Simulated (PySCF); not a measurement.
A structure optimised at PBE-D3(BJ)/def2-TZVPD, used in a PySCF frequency run:

```xyz
3

Sn     0.0000     0.0000     0.0337
H      0.0000     1.5150    -0.8417
H      0.0000    -1.5150    -0.8417
```
Charge +1, spin multiplicity 2.

Problem. Write its SMILES, formula and point group.

Solution. [SnH2+], H2Sn, C2v

Problem. What are its rotational constants (standard atomic weights)?

Solution. 332.74, 109.22, 82.229 GHz
